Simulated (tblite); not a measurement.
Compound: C6H9NS.
Numbering: `[CH3:1][N:2]([CH3:3])[c:4]1[cH:5][cH:6][cH:7][s:8]1` (hydrogens: H9, H10, H11 on C1; H12, H13, H14 on C3; H15 on C5; H16 on C6; H17 on C7)

Computed with GFN2-xTB (tblite), gas phase: Langevin dynamics at 600 K from the optimised GFN2-xTB geometry, time step 0.5 fs, friction 0.01 fs⁻¹, 2000 steps. The instantaneous temperature is 2·E(kin)/(3Nk) with all 3N coordinates.

```csv
t (fs),T (K),E(pot) above start (eV),C1–N2 (Å),N2–C3 (Å),N2–C4 (Å),C4–C5 (Å),C5–C6 (Å),C1–H9 (Å),C1–N2–C4–C5 (°)
0,518,0.000,1.445,1.443,1.375,1.368,1.413,1.097,-18
25,340,0.663,1.456,1.445,1.356,1.379,1.440,1.150,-16
50,473,0.570,1.489,1.431,1.370,1.373,1.417,1.171,-28
75,508,0.786,1.509,1.416,1.365,1.339,1.437,1.129,-22
100,344,1.149,1.454,1.417,1.347,1.370,1.425,1.058,-22
125,361,1.260,1.540,1.412,1.349,1.390,1.426,1.068,-38
150,496,0.869,1.501,1.416,1.326,1.398,1.449,1.076,-45
175,429,1.116,1.451,1.391,1.348,1.445,1.451,1.091,-18
200,593,1.036,1.450,1.522,1.412,1.404,1.393,1.097,-16
225,529,1.444,1.389,1.491,1.407,1.341,1.387,1.072,-43
250,469,1.354,1.330,1.478,1.378,1.339,1.379,1.051,-31
275,532,1.232,1.438,1.554,1.412,1.377,1.398,1.117,-8
300,635,1.071,1.438,1.523,1.364,1.409,1.391,1.117,-38
325,594,1.439,1.366,1.387,1.429,1.366,1.421,1.099,-50
350,635,0.993,1.448,1.442,1.379,1.345,1.376,1.110,-39
375,498,1.328,1.515,1.505,1.443,1.377,1.388,1.156,-14
400,519,1.275,1.440,1.412,1.374,1.385,1.388,1.088,-34
425,613,1.104,1.553,1.409,1.396,1.403,1.410,1.043,-30
450,468,1.527,1.517,1.449,1.424,1.365,1.411,1.116,-11
475,733,1.113,1.447,1.438,1.359,1.333,1.436,1.145,-25
500,857,1.173,1.423,1.422,1.343,1.288,1.406,1.083,-29
525,771,1.758,1.491,1.530,1.403,1.325,1.372,1.066,12
550,794,1.525,1.425,1.490,1.386,1.377,1.366,1.175,-14
575,657,2.147,1.366,1.454,1.428,1.383,1.389,1.173,-63
600,763,1.602,1.520,1.491,1.405,1.318,1.403,1.075,-27
625,782,1.747,1.493,1.469,1.376,1.305,1.487,1.024,-9
650,822,1.572,1.464,1.436,1.354,1.322,1.488,1.148,20
675,998,0.962,1.476,1.490,1.423,1.357,1.380,1.149,17
700,745,1.346,1.445,1.475,1.345,1.391,1.357,1.021,14
725,739,1.204,1.474,1.433,1.369,1.392,1.369,1.090,-9
750,698,1.439,1.515,1.456,1.419,1.354,1.398,1.182,-15
775,721,1.171,1.405,1.396,1.376,1.350,1.376,1.103,52
800,576,1.343,1.448,1.454,1.403,1.375,1.365,1.012,44
825,793,1.258,1.418,1.435,1.345,1.434,1.381,1.075,18
850,744,1.391,1.407,1.428,1.415,1.392,1.390,1.166,18
875,640,1.234,1.468,1.457,1.434,1.365,1.353,1.078,6
900,707,1.654,1.474,1.391,1.356,1.317,1.317,1.032,30
925,825,1.335,1.460,1.482,1.454,1.379,1.377,1.068,57
950,781,1.466,1.442,1.461,1.398,1.366,1.417,1.165,85
975,824,1.513,1.425,1.467,1.409,1.395,1.461,1.177,65
1000,897,1.123,1.419,1.490,1.321,1.406,1.365,1.114,46
```

**Question.** From 500 fs on, how do temperature and potential energy compare with equipartition?

**Answer.** The mean temperature of these 21 frames is 768 K against the target 600 K, and the mean potential energy 1.43 eV against 45 × kT/2 = 1.16 eV for 45 classical harmonic modes. For 17 atoms in a canonical ensemble the temperature itself scatters by T·√(2/(3N)) = 119 K; here its standard deviation is 89 K. These frames run hotter than the target by 28 %; at their own mean temperature equipartition would give 1.49 eV. The whole run lasts only 10 friction times of 100 fs, so these averages carry a wide statistical error.

**Question.** What are the kinetic and total energies of the listed frame with the highest potential energy?

**Answer.** The one at 575 fs, 2.147 eV above the start. Its kinetic energy is 3NkT/2 = 1.443 eV at 657 K, so the sum is 3.59 eV; over the listed frames the sum runs from 1.14 to 3.59 eV, since the thermostat adds and removes energy.

**Question.** How much do the listed bonds fluctuate from 500 fs on?

**Answer.** 
```tsv
bond	at the start (Å)	mean (Å)	standard deviation (Å)
C1–N2	1.445	1.450	0.038
N2–C3	1.443	1.457	0.033
N2–C4	1.375	1.389	0.035
C4–C5	1.368	1.361	0.036
C5–C6	1.413	1.391	0.041
C1–H9	1.097	1.104	0.056
```

The motion is classical and holds no zero-point motion.

The cost below is that of the whole dynamics run. Time: 48 s of wall time; peak memory 0.18 GiB. Hardware: AMD EPYC, one thread, on a shared host.
